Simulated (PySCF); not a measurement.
# Indirect couplings

Cartesian coordinates in Å; atom numbers follow the order of the lines, from 1:
```xyz
11

Se   -0.611   -0.829    0.019
F    -0.525   -0.698    1.874
F    -0.545   -0.750   -1.840
C     1.310   -0.734   -0.009
H     1.689   -1.759   -0.112
H     1.628   -0.299    0.945
H     1.595   -0.140   -0.884
C    -1.044    1.045    0.008
H    -2.133    1.131    0.119
H    -0.722    1.448   -0.958
H    -0.543    1.501    0.869
```

Couplings: B3LYP/pcJ-1 (pcSseg-1 on Se) (spin–dipole term only in couplings to heteroatoms) in PySCF 2.14.0 with density-fitted response routines, geometry PBE0-D3(BJ)/def2-SVP; gas phase, one conformer, non-relativistic. Couplings are averaged over pairs made equivalent by symmetry, fast rotation or ring inversion, so a value needn't be that of the named pair in this geometry, while other rotamers aren't included; one pair stands for each set, and the list holds those of at least 0.8 Hz over up to four bonds.

Isotopes: $^{13}$C, $^{1}$H, $^{19}$F.

| pair | bonds | J (Hz) |
| --- | --- | --- |
| C4, H5 | 1 | 152.3 |
| F2, F3 | 2 | ? |
| F2, C4 | 2 | 4.8 |
| H5, H6 | 2 | ? |
| F2, H5 | 3 | 8.8 |
| C4, H9 | 3 | 3.4 |

Question: Estimate the withheld couplings, with signs.

Answer: 
- $^{2}J$(F2,F3) = -1.4 Hz (angle at Se1 172°)
- $^{2}J$(H5,H6) = -11.4 Hz (mean over equivalent pairs that range from -13.3 to -8.3 Hz in this conformer)

Relativistic effects of the heavier atoms present are left out.
